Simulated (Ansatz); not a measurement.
Several settings on one geometry of cyclo-(H2SiNH)2 (Si2N2H6) (that of the charge 0 singlet, PBE-D4/def2-SVP). Ansatz on 2 threads of Arm Neoverse V2 on a shared host; times are rough.

Cartesian coordinates in Å:
```
Si 0.911 0.892 -0.088
H 0.760 2.276 -0.671
H 2.344 0.762 0.371
N -0.288 0.403 1.109
Si -0.911 -0.892 0.088
H -2.344 -0.762 -0.371
H -0.760 -2.276 0.671
N 0.288 -0.403 -1.109
H -0.265 0.481 2.125
H 0.265 -0.481 -2.125
```

Totals from different functionals, basis sets or treatments of relativity can't be compared as stabilities.

The spins typed aren't always the lowest for that charge.

Question: Give the basis size and estimate the energy, ⟨S²⟩, dipole and time of these runs.

| run | method | charge | state | further keys |
| --- | --- | --- | --- | --- |
| 1 | UKS revPBE0/def2-SVPD | 0 | triplet | scf: {lower_state_search: off}; forces asked |
| 2 | RKS rPW86-PBE/def2-mTZVPP | 0 | singlet | scf: {omitted_lower_state_checks: [starts]}; forces asked |
| 3 | RKS B97/STO-3G | 0 | singlet | scf: {omitted_lower_state_checks: [starts]}; forces asked |

Answer: 
```tsv
run	functions	energy (Eh)	⟨S²⟩	dipole (D)	wall time
1	136	-691.5595	2.01	0.00	5.5 s
2	132	-693.0503	–	0.00	4.8 s
3	34	-683.8651	–	0.00	1.9 s
```
